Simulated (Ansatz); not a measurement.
Computed with Ansatz on PBE0-D4/def2-TZVP structures; ΔE is electronic, products minus reactants. CCSD(T)/CBS is the MP2 limit (def2-TZVPP, def2-QZVPP) plus CCSD(T) − MP2 in def2-TZVPP, frozen cores. Functionals use def2-TZVPP. One conformer a species, not always the lowest.

Reaction (redistribution): `N[SiH2]B(O)O` + `CB(O)F` → `CB(O)B(O)O` + `N[SiH2]F`

| level | ΔE (kJ/mol) | difference from CCSD(T)/CBS |
| --- | --- | --- |
| B97M-V | 16.1 | 12.5 |
| PBE0-D4 | 18.4 | 14.8 |
| r2SCANh-D4 | 15.4 | 11.8 |
| ωB97M-V | 9.7 | 6.1 |
| B2PLYP | 6.4 | 2.8 |
| PBE0 | 17.7 | 14.1 |
| r2SCANh | 15.2 | 11.6 |
| BHLYP | 5.5 | 1.9 |
| CCSD/def2-SVP | 31.1 | 27.5 |
| CCSD(T)/def2-SVP | 33.0 | 29.4 |
| CCSD(T)/CBS | 3.6 | 0 |

Largest T1 diagnostic among the species: 0.014.

From BLYP to BHLYP (50 % exact exchange), in def2-TZVPP and without D4, ΔE moves by −3.3 kJ/mol. Leaving LDA and LC-ωPBE aside and taking each functional with its dispersion term where it has one, the values, not all of them listed here, spread over 13.7 kJ/mol, from B2PLYP to PBE-D4. LDA lies +5.4 kJ/mol from PBE without D4. At CCSD(T), def2-SVP lies +29.4 kJ/mol from the extrapolated value and def2-TZVPP +4.9 kJ/mol.

CCSD(T)/CBS has its own doubt, a few kJ/mol and more with outer-core shells, so smaller differences from it don't rank the levels.
